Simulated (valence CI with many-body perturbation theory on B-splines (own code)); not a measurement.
**E1 transitions of Re XLIII**

Method: configuration interaction combined with many-body perturbation theory (CI+MBPT): five valence electrons over a frozen Dirac-Fock core [Ar] 3d10, a basis of 11 s, 11 p, 10 d, 8 f, 5 g, 2 h functions for each j, with the one-electron correlation potential Σ1 (screened to all orders), the two-electron term Σ2, the three-electron term Σ3, Breit, model QED; selected single and double excitations, second order for the rest, scaled by the run's own slope (own B-spline code, finite nucleus).

The last digits are not significant, and no measured levels were compared; by estimate large intervals hold to a few tenths of a per cent, small ones and those within an open d or f shell to about a per cent. Among the levels kept, up to 2100 cm⁻¹ of a level comes from second order outside the variational space, and about a tenth of that is noise between levels of different J, which matters for small intervals.

Lines 1 to 50 of 545 in falling wavelength, among levels below 569.45 eV, chosen from the strongest by gf and those to the six lowest levels. Wavelengths and rates use the calculated energies. Electric multipoles are in the length gauge, E1 and E2 with the static RPA response of the core. Weak lines are less certain than strong ones. Lines between different terms over intervals too small for the method are left out, as are lines whose strength nearly cancels. Where a level lies close to another of its J and parity, the split of strength between their lines is uncertain. The highest levels of a list are the least certain.

Levels are named by their leading jj configuration (3d3/2^4 stands for four electrons in 3d with j = 3/2), which in mixed levels can hold well under half, so a name can repeat and another be missing. Letters in brackets count levels of one name in rising energy.

```tsv
λ vac (nm)	Upper	Lower	A (s⁻¹)	S (a.u.)
22.23	(4s^2 4p1/2^2 4d3/2) J=3/2	(4s^2 4p1/2 4p3/2^2) J=5/2	7.87e+07	1.71e-03
15.39	(4s 4p1/2 4p3/2^2 4d3/2) J=9/2	(4s^2 4p3/2^2 4d3/2) J=7/2	3.73e+09	6.70e-02
15.33	(4s 4p1/2^2 4p3/2 4d3/2) J=7/2	(4s^2 4p1/2 4p3/2 4d3/2) J=5/2 [b]	4.81e+09	6.84e-02
15.24	(4s^2 4p1/2^2 4d5/2) J=5/2	(4s^2 4p1/2 4p3/2^2) J=5/2	1.07e+09	1.13e-02
14.52	(4s 4p1/2^2 4d3/2 4d5/2) J=9/2	(4s^2 4p1/2 4p3/2 4f5/2) J=7/2 [a]	3.82e+09	5.78e-02
14.27	(4s^2 4p1/2^2 4d5/2) J=5/2	(4s^2 4p1/2 4p3/2^2) J=3/2	1.47e+09	1.26e-02
13.91	(4s 4p1/2^2 4p3/2 4f7/2) J=11/2	(4s^2 4p1/2 4p3/2 4f7/2) J=9/2	4.87e+09	7.75e-02
13.54	(4s 4p1/2^2 4p3/2 4d5/2) J=9/2	(4s^2 4p1/2 4p3/2 4d5/2) J=9/2	7.40e+09	9.07e-02
13.05	(4s 4p1/2^2 4p3/2 4f5/2) J=7/2 [a]	(4s^2 4p1/2 4p3/2 4f5/2) J=5/2 [b]	6.79e+09	5.95e-02
13.03	(4s 4p1/2^2 4d3/2^2) J=3/2	(4s^2 4p1/2 4d3/2^2) J=5/2	1.49e+10	6.49e-02
12.96	(4s 4p1/2^2 4p3/2 4d3/2) J=7/2	(4s^2 4p1/2 4p3/2 4d3/2) J=7/2	8.48e+09	7.29e-02
12.80	(4s 4p1/2^2 4p3/2 4f7/2) J=11/2	(4s^2 4p1/2 4p3/2 4f7/2) J=11/2	6.33e+09	7.88e-02
12.69	(4s 4p1/2^2 4p3/2 4d5/2) J=9/2	(4s^2 4p1/2 4p3/2 4d5/2) J=7/2 [a]	1.52e+10	1.53e-01
12.65	(4s 4p1/2^2 4p3/2^2) J=5/2	(4s^2 4p1/2 4p3/2^2) J=5/2	7.67e+09	4.60e-02
12.64	(4s 4p1/2^2 4p3/2 4d3/2) J=5/2 [a]	(4s^2 4p1/2 4p3/2 4d3/2) J=5/2 [a]	9.00e+09	5.39e-02
12.49	(4s 4p1/2^2 4p3/2 4f7/2) J=9/2	(4s^2 4p1/2 4d5/2^2) J=9/2 [a]	7.27e+09	6.99e-02
12.43	(4s 4p1/2 4p3/2^2 4d5/2) J=9/2 [b]	(4s^2 4p3/2^2 4d5/2) J=7/2	7.21e+09	6.84e-02
12.41	(4s 4p1/2^2 4d3/2^2) J=5/2	(4s^2 4p1/2 4d3/2^2) J=5/2	1.34e+10	7.56e-02
12.34	(4s 4p1/2^2 4d3/2 4d5/2) J=7/2 [a]	(4s^2 4p1/2 4d3/2 4d5/2) J=7/2 [a]	9.97e+09	7.40e-02
12.34	(4s 4p1/2 4p3/2^2 4d5/2) J=11/2	(4s^2 4p3/2^2 4d5/2) J=9/2	1.15e+10	1.28e-01
12.32	(4s 4p1/2 4p3/2^2 4d5/2) J=7/2 [e]	(4s^2 4p3/2^2 4d5/2) J=5/2 [b]	1.30e+10	9.62e-02
12.25	(4s 4p1/2^2 4p3/2 4d5/2) J=5/2 [a]	(4s^2 4p1/2 4p3/2 4d5/2) J=5/2 [a]	1.10e+10	6.00e-02
12.18	(4s 4p1/2^2 4d3/2 4d5/2) J=9/2	(4s^2 4p1/2 4d3/2 4d5/2) J=9/2	1.14e+10	1.02e-01
12.17	(4s 4p1/2^2 4p3/2 4d5/2) J=7/2 [b]	(4s^2 4p1/2 4p3/2 4d5/2) J=5/2 [b]	7.60e+09	5.41e-02
12.08	(4p1/2^2 4p3/2^3) J=3/2	(4s 4p1/2 4p3/2^3) J=3/2 [b]	1.56e+10	5.44e-02
12.01	(4s 4p1/2 4p3/2^2 4d5/2) J=7/2 [c]	(4s^2 4p3/2^2 4d5/2) J=5/2 [a]	1.17e+10	8.02e-02
11.99	(4s 4p1/2^2 4p3/2^2) J=1/2	(4s^2 4p1/2 4p3/2^2) J=1/2	2.84e+10	4.84e-02
11.97	(4s 4p1/2^2 4p3/2^2) J=5/2	(4s^2 4p1/2 4p3/2^2) J=3/2	1.21e+10	6.16e-02
11.90	(4s 4p1/2^2 4p3/2 4f7/2) J=11/2	(4s 4p1/2 4p3/2^2 4d5/2) J=9/2 [a]	9.21e+09	9.19e-02
11.85	(4s 4p1/2^2 4p3/2 4f7/2) J=9/2	(4s^2 4p1/2 4d5/2^2) J=7/2	1.29e+10	1.06e-01
11.84	(4s 4p1/2^2 4p3/2 4d5/2) J=5/2 [a]	(4s^2 4p1/2 4p3/2 4d5/2) J=3/2 [a]	1.41e+10	6.92e-02
11.81	(4s 4p1/2^2 4d3/2 4d5/2) J=7/2 [b]	(4s^2 4p1/2 4d3/2 4d5/2) J=9/2	2.17e+10	1.41e-01
11.79	(4s 4p1/2 4p3/2^3) J=5/2	(4s^2 4p3/2^3) J=3/2	1.49e+10	7.21e-02
11.76	(4s 4p1/2^2 4p3/2 4d5/2) J=3/2 [a]	(4s^2 4p1/2 4p3/2 4d5/2) J=5/2 [a]	2.28e+10	7.32e-02
11.59	(4s 4p1/2 4p3/2^2 4d5/2) J=5/2 [c]	(4s^2 4p3/2^2 4d5/2) J=5/2 [a]	1.15e+10	5.32e-02
11.48	(4s 4p1/2^2 4p3/2 4d5/2) J=7/2 [a]	(4s^2 4p1/2 4p3/2 4d5/2) J=9/2	1.30e+10	7.76e-02
11.48	(4s 4p1/2^2 4p3/2 4f5/2) J=7/2 [b]	(4s^2 4p1/2 4d5/2^2) J=9/2 [a]	1.09e+10	6.49e-02
11.43	(4s 4p1/2 4p3/2^2 4d5/2) J=3/2 [d]	(4s^2 4p3/2^2 4d5/2) J=3/2	1.60e+10	4.71e-02
11.42	(4s^2 4p1/2 4d5/2^2) J=9/2 [b]	(4s^2 4p3/2^2 4d5/2) J=7/2	6.44e+09	4.73e-02
11.32	(4s 4p1/2 4p3/2^2 4d5/2) J=5/2 [f]	(4s^2 4p3/2^2 4d5/2) J=5/2 [b]	1.59e+10	6.82e-02
11.31	(4s 4p1/2^2 4p3/2 4d5/2) J=5/2 [b]	(4s^2 4p1/2 4p3/2 4d5/2) J=7/2 [b]	2.77e+10	1.19e-01
11.29	(4s 4p1/2^2 4p3/2 4f7/2) J=7/2	(4s 4p1/2 4p3/2^2 4d3/2) J=9/2	9.47e+09	5.38e-02
11.14	(4s 4p1/2 4p3/2^2 4d5/2) J=7/2 [b]	(4s^2 4p3/2^2 4d5/2) J=7/2	1.16e+10	6.33e-02
11.10	(4s 4p1/2^2 4d3/2 4d5/2) J=5/2 [b]	(4s^2 4p1/2 4d3/2 4d5/2) J=7/2 [a]	1.40e+10	5.68e-02
11.10	(4s 4p1/2 4p3/2^2 4d5/2) J=5/2 [b]	(4s^2 4p3/2^2 4d5/2) J=7/2	1.30e+10	5.27e-02
11.09	(4s 4p1/2^2 4p3/2 4d3/2) J=3/2 [b]	(4s^2 4p1/2 4p3/2 4d3/2) J=5/2 [a]	1.67e+10	4.51e-02
11.03	(4s 4p1/2^2 4p3/2^2) J=3/2	(4s^2 4p1/2 4p3/2^2) J=5/2	3.36e+10	8.88e-02
11.00	(4s 4p1/2 4p3/2^2 4d5/2) J=3/2 [e]	(4s^2 4p3/2^2 4d5/2) J=5/2 [b]	1.99e+10	5.23e-02
10.98	(4s 4p1/2 4p3/2^2 4d3/2) J=7/2 [d]	(4s^2 4p3/2^2 4d3/2) J=7/2	1.06e+10	5.56e-02
10.97	(4p1/2^2 4p3/2^3) J=3/2	(4s 4p1/2 4p3/2^3) J=5/2	4.00e+10	1.04e-01
```
